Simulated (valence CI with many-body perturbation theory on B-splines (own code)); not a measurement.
## Pt XLVII: electric-dipole lines

Computed by relativistic CI+MBPT: four valence electrons over a frozen Dirac-Fock core [Ar] 3d10, radial functions for each j: 11 s, 11 p, 10 d, 8 f, 5 g, 2 h, with the one-electron correlation potential Σ1, the two-electron term Σ2, the three-electron term Σ3, Breit, model QED; selected CI, second order for the rest, scaled by the run's own slope (own B-spline code, finite nucleus).

The last digits are not significant, and no measured levels were compared; by estimate large intervals hold to a few tenths of a per cent, small ones and those within an open d or f shell to about a per cent. Among the levels kept, up to 410 cm⁻¹ of a level comes from second order outside the variational space, and about a tenth of that is noise between levels of different J, which matters for small intervals.

Lines 1 to 50 of 566 in falling wavelength, among levels below 57.010 Ry, chosen from the strongest by gf and those to the six lowest levels. Wavelengths and rates use the calculated energies. Electric multipoles are in the length gauge, E1 and E2 with the static RPA response of the core. Weak lines are less certain than strong ones. Lines between different terms over intervals too small for the method are left out, as are lines whose strength nearly cancels. The highest levels of a list are the least certain.

Levels are named by their leading jj configuration (3d3/2^4 stands for four electrons in 3d with j = 3/2), which in mixed levels can hold well under half, so a name can repeat and another be missing. Letters in brackets count levels of one name in rising energy.

```tsv
λ vac (Å)	Upper	Lower	A (s⁻¹)	S (a.u.)
1466	(4s^2 4p3/2^2) J=2	(4s 4p1/2^2 4p3/2) J=1	1.14e+05	8.82e-04
510.3	(4s^2 4p3/2^2) J=2	(4s 4p1/2^2 4p3/2) J=2	1.52e+06	4.98e-04
340.1	(4s^2 4p1/2 4d3/2) J=2	(4s^2 4p3/2^2) J=2	2.22e+06	2.15e-04
219.8	(4s^2 4p1/2 4d3/2) J=1	(4s^2 4p3/2^2) J=2	3.79e+07	5.96e-04
173.5	(4s^2 4p1/2 4d5/2) J=2	(4s^2 4p3/2^2) J=2	2.46e+08	3.18e-03
169.4	(4s^2 4p1/2 4d5/2) J=3	(4s^2 4p3/2^2) J=2	2.01e+08	3.37e-03
145.3	(4s 4p1/2 4d3/2^2) J=3	(4s^2 4d3/2^2) J=2	8.48e+09	8.98e-02
133.4	(4s 4p1/2 4d3/2 4d5/2) J=5	(4s^2 4d3/2 4d5/2) J=4	1.29e+10	1.67e-01
130.7	(4s 4p1/2 4p3/2 4d3/2) J=4	(4s^2 4p3/2 4d3/2) J=3	7.77e+09	7.70e-02
127.5	(4s 4p1/2 4p3/2^2) J=2 [a]	(4s^2 4p3/2^2) J=2	1.94e+09	9.94e-03
122.2	(4s 4p1/2 4p3/2 4d5/2) J=5	(4s^2 4p3/2 4d5/2) J=4	1.69e+10	1.67e-01
121.8	(4p1/2^2 4p3/2 4d5/2) J=4	(4s 4p1/2 4p3/2 4d5/2) J=3 [c]	1.07e+10	8.55e-02
121.7	(4s 4p1/2 4p3/2 4f7/2) J=6	(4s^2 4p3/2 4f7/2) J=5	1.76e+10	2.03e-01
121.7	(4s 4p1/2^2 4p3/2) J=2	(4s^2 4p1/2 4p3/2) J=2	1.25e+10	5.56e-02
119.8	(4s 4p1/2 4d5/2^2) J=5	(4s^2 4d5/2^2) J=4	1.44e+10	1.35e-01
119.7	(4s 4p1/2^2 4f5/2) J=3	(4s^2 4p1/2 4f5/2) J=2	1.28e+10	7.61e-02
119.0	(4s 4p1/2 4p3/2 4d5/2) J=4 [c]	(4s^2 4p3/2 4d5/2) J=3	1.15e+10	8.60e-02
118.9	(4s 4p1/2 4p3/2 4f7/2) J=5 [d]	(4s 4p3/2^2 4d5/2) J=4 [a]	1.25e+10	1.14e-01
118.5	(4p1/2^2 4p3/2 4d5/2) J=3	(4s 4p1/2 4p3/2 4d5/2) J=2 [d]	1.56e+10	8.99e-02
118.0	(4s 4p1/2^2 4d5/2) J=3	(4s^2 4p1/2 4d5/2) J=3	1.36e+10	7.69e-02
117.6	(4s 4p1/2 4p3/2^2) J=3	(4s^2 4p3/2^2) J=2	1.60e+10	9.01e-02
117.2	(4s 4p1/2 4p3/2 4d5/2) J=3 [a]	(4s^2 4p3/2 4d5/2) J=2	1.29e+10	7.15e-02
116.8	(4s 4p1/2 4p3/2 4f7/2) J=5 [b]	(4s^2 4p3/2 4f7/2) J=4	1.29e+10	1.12e-01
116.4	(4s 4p1/2^2 4p3/2) J=2	(4s^2 4p1/2 4p3/2) J=1	1.52e+10	5.91e-02
116.1	(4s 4p1/2^2 4d5/2) J=3	(4s^2 4p1/2 4d5/2) J=2	1.82e+10	9.85e-02
115.8	(4s 4p1/2^2 4f7/2) J=4	(4s^2 4p1/2 4f7/2) J=3	1.94e+10	1.34e-01
115.7	(4p1/2^2 4p3/2 4d5/2) J=3	(4s 4p1/2 4p3/2 4d5/2) J=3 [d]	1.89e+10	1.01e-01
115.0	(4s 4p1/2^2 4d3/2) J=1	(4s^2 4p1/2 4d3/2) J=2	2.92e+10	6.58e-02
114.4	(4s 4p1/2 4p3/2 4f7/2) J=2 [c]	(4s^2 4d5/2^2) J=2	1.88e+10	6.95e-02
114.3	(4p1/2^2 4p3/2 4d5/2) J=4	(4s 4p1/2 4p3/2 4d5/2) J=4 [b]	1.11e+10	7.36e-02
113.7	(4p1/2^2 4p3/2 4d3/2) J=3	(4s 4p1/2 4p3/2 4d3/2) J=3 [c]	1.74e+10	8.82e-02
113.6	(4s 4p1/2 4p3/2 4f7/2) J=3 [e]	(4s^2 4d5/2^2) J=2	1.53e+10	7.76e-02
113.4	(4s 4p1/2 4p3/2 4d5/2) J=2 [c]	(4s^2 4p3/2 4d5/2) J=1	2.05e+10	7.37e-02
113.1	(4s 4p1/2 4p3/2 4f7/2) J=4 [a]	(4s^2 4p3/2 4f7/2) J=4	9.68e+09	6.22e-02
112.9	(4s 4p1/2 4p3/2 4f5/2) J=4 [c]	(4s^2 4d5/2^2) J=4	1.16e+10	7.40e-02
112.9	(4p1/2^2 4p3/2 4d3/2) J=2	(4s 4p1/2 4p3/2 4d3/2) J=2 [b]	2.05e+10	7.27e-02
112.8	(4s 4p1/2 4p3/2 4d3/2) J=3 [c]	(4s^2 4p3/2 4d3/2) J=3	1.34e+10	6.64e-02
112.4	(4s 4p1/2 4d5/2^2) J=4 [b]	(4s 4p3/2^2 4d5/2) J=4 [a]	1.78e+10	1.12e-01
111.9	(4s 4p1/2^2 4f7/2) J=4	(4s^2 4p1/2 4f7/2) J=4	1.09e+10	6.77e-02
111.1	(4s 4p1/2^2 4d3/2) J=2	(4s^2 4p1/2 4d3/2) J=2	2.07e+10	7.01e-02
111.0	(4s 4p1/2^2 4f5/2) J=3	(4s^2 4p1/2 4f5/2) J=3	1.80e+10	8.54e-02
110.8	(4p1/2^2 4p3/2 4d5/2) J=1	(4s 4p1/2 4p3/2 4d5/2) J=2 [c]	4.28e+10	8.64e-02
110.4	(4s 4p1/2^2 4f5/2) J=2	(4s^2 4p1/2 4f5/2) J=3	2.55e+10	8.45e-02
110.2	(4s 4p1/2^2 4f7/2) J=3	(4s^2 4p1/2 4f7/2) J=4	2.91e+10	1.34e-01
110.1	(4s 4p1/2 4p3/2 4f5/2) J=2 [c]	(4s^2 4p3/2 4f5/2) J=1	1.88e+10	6.20e-02
109.7	(4s 4p1/2^2 4d5/2) J=2	(4s^2 4p1/2 4d5/2) J=3	3.37e+10	1.10e-01
109.2	(4p1/2^2 4p3/2 4d5/2) J=2	(4s 4p1/2 4p3/2 4d5/2) J=2 [b]	2.50e+10	8.04e-02
109.0	(4s 4p1/2 4p3/2 4d5/2) J=3 [d]	(4s^2 4p3/2 4d5/2) J=3	2.00e+10	8.96e-02
107.1	(4s 4p1/2 4p3/2 4f7/2) J=5 [c]	(4s^2 4p3/2 4f7/2) J=5	2.00e+10	1.34e-01
106.6	(4s 4p1/2 4p3/2 4d5/2) J=2 [d]	(4s^2 4p3/2 4d5/2) J=3	2.62e+10	7.83e-02
```
